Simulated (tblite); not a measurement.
Compound: C4H10OSi.
Geometry (GFN2-xTB, Å), atoms numbered from 1 in this order:
```
atom  x, y, z in Å
C1     3.0410    0.1518    0.4941
C2     1.7915   -0.1414    0.8098
O3     0.7385    0.4593    0.2244
Si4   -0.8661    0.1424    0.2899
C5    -1.2438   -1.5884   -0.4069
C6    -1.5994    1.5251   -0.7712
H7     3.2677    0.8849   -0.2591
H8     3.8633   -0.3348    0.9830
H9     1.5514   -0.8811    1.5657
H10   -1.3287    0.2085    1.6858
H11   -2.3104   -1.7855   -0.4372
H12   -0.8611   -1.6972   -1.4189
H13   -0.7860   -2.3680    0.1969
H14   -2.6784    1.4294   -0.8245
H15   -1.2126    1.5015   -1.7853
H16   -1.3744    2.5026   -0.3578
```

Calculated harmonic vibrations of the isolated species, GFN2-xTB (tblite), most abundant isotopes, no scaling. The method is semi-empirical: single wavenumbers can be off by several per cent or more. Modes of hydrogen on silicon can be 10 to 20 % off. One conformer, not necessarily the lowest.

Harmonic wavenumbers (cm⁻¹): 35.1, 67.7, 90.7, 98.3, 116.1, 169.2, 237.3, 256.3, 410.0, 634.3, 651.3, 678.0, 697.8, 746.8, 764.1, 802.3, 832.8, 836.9, 844.8, 871.0, 1004.0, 1016.0, 1195.5, 1316.4, 1376.2, 1377.4, 1378.7, 1482.8, 1486.5, 1487.7, 1491.9, 1697.5, 2176.8, 3013.2, 3026.5, 3030.2, 3043.7, 3052.1, 3055.8, 3060.8, 3127.6, 3166.0.

A = 4801, B = 1639, C = 1343 MHz; mass 102.050 u (most abundant isotopes); point group C1, symmetry number 1.

Task: Zero-point energy?

Result: Half the sum of the wavenumbers: 27952 cm⁻¹ = 334.38 kJ/mol.

Task: What is S at 200 K and 1 bar for an ideal gas of classical rigid rotors and harmonic oscillators?

Result: Translation 158.24, rotation 111.38, vibration 88.64: S = 358.3 J/(mol K).

Task: And Cp and H(200 K) − H(0)?

Result: Cp = 111.32 J/(mol K), of which vibrations give 78.06 (their classical limit is 42 R = 349.2); H(200 K) − H(0) = 15.62 kJ/mol without the zero-point energy, 8.96 from vibrations.

Task: Blend soft modes into free rotors: weight 1/[1 + (100 cm⁻¹/ν̃)⁴] for the oscillator and the rest for a rotor with moment μB/(μ + B), μ = h/(8π²ν), B = 10⁻⁴⁴ kg m². What vibrational entropy results?

Result: 80.30 J/(mol K) in place of 88.64, which changes −T·S at 200 K by +1.67 kJ/mol.

Task: Which modes carry the vibrational entropy at 200 K?

Result: 35.1 cm⁻¹: 19.78; 67.7 cm⁻¹: 14.38; 90.7 cm⁻¹: 12.01; 98.3 cm⁻¹: 11.37; 116.1 cm⁻¹: 10.05; 169.2 cm⁻¹: 7.18 J/(mol K); the other 36 give 13.88 together.

Task: What must be added to the electronic energy to get the Gibbs energy at 200 K and 1 bar?

Result: ZPE + [H(200 K) − H(0)] − T·S = 334.38 + 15.62 − 71.65 = 278.35 kJ/mol.

Hindered rotation and anharmonicity are outside this model. Other conformers, if any are populated, would add a mixing term that is left out. The structure is chiral; the term R ln 2 for an equal mix with its mirror image is left out.

The run took 0.26 s of wall time on an AMD EPYC 9R45 with one thread, shared host with 96 logical CPUs at a one-minute load of 13. The figure is for the frequency step alone.
